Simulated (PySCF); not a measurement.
## Calculated NMR parameters of C[Si@@H](P)[Si@H](P)O[SiH3]

| Property | Result |
| --- | --- |
| Formula | CH12OP2Si3 |
| SMILES | C[Si@@H](P)[Si@H](P)O[SiH3] |
| Point group of the computed structure | C1 |
| Carbon signals | 1 |
| Proton signals | 6 |

Atoms are numbered as in `[CH3:1][Si@@H:2]([PH2:3])[Si@H:4]([PH2:5])[O:6][SiH3:7]`; H(Xn) means a hydrogen on atom n.

Averaged over atoms made equivalent by symmetry, fast rotation or ring inversion, a single conformation, non-relativistic Hamiltonian, gas phase. Coordinates at the GFN2-xTB level; σ from GIAO-PBE0/pcSseg-1; PySCF 2.14.

Chemical shifts δ = σref − σ; TMS for ¹H and ¹³C and ²⁹Si; ³¹P vs H3PO4; ¹⁷O against H2O, all at this level.

| carbon | δC, type | δH (multiplicity) | HMBC from (2–3 bonds) | span of the C tensor (ppm) |
| --- | --- | --- | --- | --- |
| C1 | -4.5, CH3 | 0.47 (m) | H(Si4), H(Si2), H(P3) | 7 |

Other nuclei:
```
 atoms  nucleus                               environment  δ (ppm)  σ (ppm)
H(Si4)       ¹H  hydrogen on a silicon bonded to O, P, Si     6.05    25.67
H(Si7)       ¹H         hydrogen on a silicon bonded to O     5.07    26.65
H(Si2)       ¹H  hydrogen on a silicon bonded to C, P, Si     4.95    26.77
 H(P5)       ¹H     hydrogen on a phosphorus bonded to Si     1.00    30.72
 H(P3)       ¹H     hydrogen on a phosphorus bonded to Si     0.96    30.76
    P5      ³¹P              phosphorus bonded to Si, 2 H   -284.0    602.3
    P3      ³¹P              phosphorus bonded to Si, 2 H   -301.5    619.9
   Si4     ²⁹Si             silicon bonded to O, P, Si, H     -0.3    349.4
   Si7     ²⁹Si                  silicon bonded to O, 3 H    -40.8    390.0
   Si2     ²⁹Si             silicon bonded to C, P, Si, H    -48.5    397.7
    O6      ¹⁷O                     oxygen bonded to 2 Si      4.2    331.9
```

δH 6.05: hydrogen on a silicon bonded to O, P, Si. δH 4.95: hydrogen on a silicon bonded to C, P, Si. δH 1.00, 0.96: hydrogen on a phosphorus bonded to Si. δH 0.47: hydrogen on a methyl carbon bonded to Si; an electropositive neighbour shields it, as in TMS itself.

Splittings by ³¹P in the carbon and heteronuclear signals aren't shown, as no couplings were computed. Shifts are as computed. Against solution values, carbons near 30 ppm lie about +3 ppm off and those near 130 ppm about +5 ppm. Of 1211 compounds with measured shifts, 218 miss one by over three times the rms of a fit or turn the order of signals round; such compounds aren't used in these exercises. Experimental scales use liquid or dissolved standards, which lie at an offset from isolated H2O (liquid H2O: subtract about 36 ppm) and H3PO4. Multiplicities follow the n + 1 count of equivalent neighbours, as no J values were calculated; m marks all less simple cases, F and P coupling included.
